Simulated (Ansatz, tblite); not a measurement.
Forces on the cluster InSn₆⁺ at its B3LYP-D4/def2-SVP geometry. Charge 1, multiplicity 1.

In the def2 sets In, Sn take a core potential; there is no spin–orbit coupling. The xTB rows come from tblite. Another isomer (singlet) lies 0.49 eV lower at PBE0-D4/def2-TZVP; other spin states weren't run for this one.

GFN1-xTB (tblite), largest force 1.72 eV/Å:

```xyz
7
positions Å, forces eV/Å
In   -2.200   -3.013   -0.707    0.396    0.727    0.264
Sn    0.626    0.215    2.241   -0.749    0.417   -1.494
Sn   -1.093    2.055   -0.197    0.847   -1.291    0.766
Sn   -2.080   -0.335    1.213    1.049    0.004   -0.730
Sn    1.822    1.869    0.127   -0.742   -1.154   -0.354
Sn    0.227   -0.793   -0.757   -0.147    1.089    0.921
Sn    2.699    0.002   -1.920   -0.654    0.207    0.627
```

GFN2-xTB (tblite), largest force 1.16 eV/Å:

```
In -0.019 -0.085 -0.051
Sn -0.462 0.167 -0.710
Sn 0.328 -0.685 0.416
Sn 0.856 0.366 -0.329
Sn -0.519 -0.836 -0.267
Sn 0.136 0.965 0.629
Sn -0.319 0.108 0.312
```

PBE-D4/def2-TZVP (Ansatz), largest force 0.28 eV/Å:

```
In 0.097 0.219 0.094
Sn -0.096 0.072 -0.248
Sn 0.156 -0.199 0.108
Sn 0.143 -0.086 -0.162
Sn -0.125 -0.193 -0.059
Sn -0.089 0.131 0.159
Sn -0.086 0.058 0.107
```
